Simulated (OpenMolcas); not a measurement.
# S+: CASPT2 settings compared

- Program: OpenMolcas 26.06
- Basis: ANO-L-VQZP [6s5p3d2f]
- Scalar Hamiltonian: non-relativistic, point nucleus
- Active space: 5 electrons in 4 orbitals (3s 3p)
- State averaging: 2S+1 = 4 odd, 1 root; 2S+1 = 2 odd, 8 roots kept (CI in the orbitals of an earlier block); 2S+1 = 4 even, 3 roots; 2S+1 = 2 even, 9 roots kept (CI in the orbitals of an earlier block)
- Spin-orbit coupling: RASSI with atomic mean-field integrals over the reference wave functions, term energies averaged over their components

Methods on the same reference wave functions:
A. CASSCF
B. SS-CASPT2, IPEA 0 Eh, sigma1 regulariser 0.3 Eh (closed shells correlated: 2s 2p)
C. SS-CASPT2, IPEA 0.15 Eh, sigma1 regulariser 0.5 Eh (closed shells correlated: 2s 2p)
D. SS-CASPT2, IPEA 0.6 Eh, no level shift (closed shells correlated: 2s 2p)

Energies in cm⁻¹ above 3s² 3p³ ⁴S°_3/2, the measured ground level; measured values from NIST Handbook of Basic Atomic Spectroscopic Data.

```
          Level       A       B       C       D  Measured
3s² 3p³ ⁴S°_3/2     0.0     0.0     0.0     0.0       0.0
3s² 3p³ ²D°_3/2   19368   15760   15680   15400     14853
3s² 3p³ ²D°_5/2   19400   15780   15710   15420     14885
3s² 3p³ ²P°_1/2   26458   25370   25040   24480     24525
3s² 3p³ ²P°_3/2   26479   25390   25050   24500     24572
  3s 3p⁴ ⁴P_5/2   85470   81410   82420   82440     79395
  3s 3p⁴ ⁴P_3/2   85833   81780   82780   82800     79757
  3s 3p⁴ ⁴P_1/2   86047   81990   82990   83020     79963
  3s 3p⁴ ²D_3/2  123549  103120  108400  111650     97891
  3s 3p⁴ ²D_5/2  123553  103120  108400  111650     97919
  3s 3p⁴ ²S_1/2  142897  127450  132020  134530    119784
  3s 3p⁴ ²P_3/2  160434  139020  143390  146190          
  3s 3p⁴ ²P_1/2  160873  139460  143840  146640
```

Deviations, from unrounded energies. A percentage is the sum of absolute deviations over the sum of measured energies, with the sign that they share, or ± where signs differ.

| Against measurement | Levels | A | B | C | D |
| --- | --- | --- | --- | --- | --- |
| mean absolute deviation (cm-1) | 10 | 11000 | 2800 | 4500 | 5300 |
| other terms of the ground configuration (%) | 4 | +16.3 | +4.4 | +3.3 | ±1.5 |
| other configurations (%) | 6 | +16.7 | +4.4 | +7.6 | +9.3 |

B lies closest to measurement on these levels and A furthest from it. The largest miss of B in the table is 3s 3p⁴ ²S_1/2, by +7700 cm-1. The ranking rests on the paired levels alone, and a cruder setting can come out closer through cancelling errors.

Among B to D the level of the table that moves most is 3s 3p⁴ ²D_3/2, by 8500 cm-1 (lowest in B, highest in D). Moves below CASPT2's spread within the term are not significant.

From A to B the spin-free energies of the other terms of 3s² 3p³ shown, above ⁴S°, scale by factors of 0.81 to 0.96.

The lowest spin-free term lies below A's lowest term by 0.147 hartree in B, 0.138 hartree in C, 0.122 hartree in D.

CASPT2 breaks the degeneracy within a term, and the mean is taken; among the terms shown or strongly mixed into the levels shown the widest spread is 990 cm-1 (3s² 3p³ ²D°, D). Over all roots computed the reference weight is 0.85 to 0.95 in B; the roots of lowest weight are the least certain, and an intruder state may touch them. Terms from blocks run as CI alone lack orbitals of their own. Terms of s pⁿ other than that of highest spin mix with s² pⁿ⁻² d, which this space lacks; all of them can be thousands of cm-1 off, and some have no real level of that name. Without dynamic correlation excited terms often stand tens of per cent too high (terms of higher spin than the ground term too low), and those without a measured partner can miss by more than the paired ones (holds for A). Measured partners are found by configuration, term and J. A level has none where our copy of the source lacks it or the pairing is in doubt (some pairs that miss far off the trend of their configuration count as doubtful), and it then counts in no deviation. Only configurations of the active space appear.

° marks odd parity.
